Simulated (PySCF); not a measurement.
Electrostatic solvation of a mixed set.

Computed with PySCF at PBE0/pcSseg-1, non-relativistic, each on one gas-phase PBE0-D3(BJ)/def2-SVP geometry that isn't relaxed in the solvent. The solvent is an IEF-PCM continuum (cavity from Bondi-type radii × 1.2). Specific hydrogen bonds and non-electrostatic terms are outside this model.

Question: Order them by E(solvent) − E(gas) in dimethylsulfoxide (ε = 46.83), most negative first (kcal/mol).
A. `[CH3:1][SiH2:2][NH:3][SiH2:4][c:5]1[cH:6][cH:7][cH:8][o:9]1` with C1–Si2–N3–Si4 173°, Si2–N3–Si4–C5 176°, N3–Si4–C5–C6 -175°
B. `[CH3:1][SiH2:2][Si@@H:3]([NH2:4])[c:5]1[cH:6][cH:7][cH:8][o:9]1` with C1–Si2–Si3–N4 -177°, Si2–Si3–N4–H 178° and -36°, Si2–Si3–C5–C6 120°
C. `[CH3:1][C:2]#[C:3][C@@H:4]1[CH2:5][Si@@H:6]([NH2:7])[O:8][SiH2:9]1` with C5–Si6–N7–H 50° and -164°, C3–C4–C5–Si6 -80°, C4–C5–Si6–N7 -152°, C5–Si6–O8–Si9 9°, Si6–O8–Si9–C4 10°
D. `[CH3:1][C:2]#[C:3][C@@H:4]1[CH2:5][Si@H:6]([NH2:7])[O:8][SiH2:9]1` with C5–Si6–N7–H 174° and -43°, C3–C4–C5–Si6 -78°, C4–C5–Si6–N7 89°, C5–Si6–O8–Si9 11°, Si6–O8–Si9–C4 9°

Answer: C (-7.1), D (-6.4), B (-5.9), A (-3.9).

```tsv
SMILES	charge	ΔE (kcal/mol)	polarisation term (kcal/mol)	HOMO shift (eV)	dipole gas (D)	dipole solvent (D)	atoms
CC#C[C@@H]1C[Si@@H](N)O[SiH2]1	0	-7.1	-8.0	-0.15	1.04	1.49	20
CC#C[C@@H]1C[Si@H](N)O[SiH2]1	0	-6.4	-7.0	-0.02	1.80	2.16	20
C[SiH2][Si@@H](N)c1ccco1	0	-5.9	-6.5	-0.07	0.93	1.24	20
C[SiH2]N[SiH2]c1ccco1	0	-3.9	-4.3	0.00	1.74	2.24	20
```

The polarisation term is half the interaction of the solute with the induced surface charges.
